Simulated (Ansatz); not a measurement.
`[F][Ga]([SH])[Cl]` + NH₃ → `[NH2][Ga]([F])[Cl]` + H₂S  (ligand exchange at a Ga–S bond)

Gas-phase electronic energies from Ansatz, PBE0-D4/def2-TZVP geometries. CBS: MP2 limit from def2 TZ/QZ plus the TZ coupled-cluster correction, frozen cores. This one scheme is used for every species. Functionals use def2-TZVPP. B3LYP here is the variant with VWN-RPA as its local correlation; programs differ in this. For Ga outer-core shells are correlated without core-valence functions, which leaves a few kJ/mol of doubt a bond. Scalar relativity is left out up to krypton. Each species was taken in one conformer, which may not be the lowest.

`[F][Ga]([SH])[Cl]`:

```xyz
5

F    -0.892    1.474   -0.675
Ga    0.303    0.250   -0.340
S    -0.164   -1.320    1.083
Cl    2.142    0.406   -1.371
H    -1.390   -0.811    1.303
```

NH₃:

Cartesian coordinates in Å:
```
N 0.090 -0.177 -0.200
H -0.921 -0.129 -0.167
H 0.404 -0.458 0.721
H 0.427 0.765 -0.354
```

`[NH2][Ga]([F])[Cl]`:

Z-matrix (Å, degrees):
```
N
Ga 1 1.791
H 1 1.005 2 121.8
H 1 1.005 2 122.2 3 -159.9
F 2 1.743 1 119.0 3 -11.1
Cl 2 2.117 1 124.0 3 171.5
```

H₂S:

Cartesian coordinates in Å:
```
S -0.422 0.422 0.166
H -0.121 -0.186 -0.991
H 0.544 -0.236 0.825
```

| level | ΔE (eV) |
| --- | --- |
| B3LYP-D4 | 0.52 |
| BHLYP-D4 | 0.51 |
| CCSD(T)/def2-SVP | 0.43 |
| CCSD/def2-TZVPP | 0.45 |

(1) What does CCSD(T)/CBS give? (Best estimate.)

Largest T1 diagnostic among the species: 0.013.

## Answers

(1) Computed: +0.48 eV. The listed levels differ from it by 0.04, 0.03, -0.05, -0.03 eV.

Leaving LDA and LC-ωPBE aside and taking each functional with its dispersion term where it has one, the values, not all of them listed here, spread over 0.13 eV, from CAM-B3LYP-D4 to B97M-V. LDA lies −0.07 eV from PBE without D4. At CCSD(T), def2-SVP lies −0.04 eV from the extrapolated value and def2-TZVPP −0.01 eV.
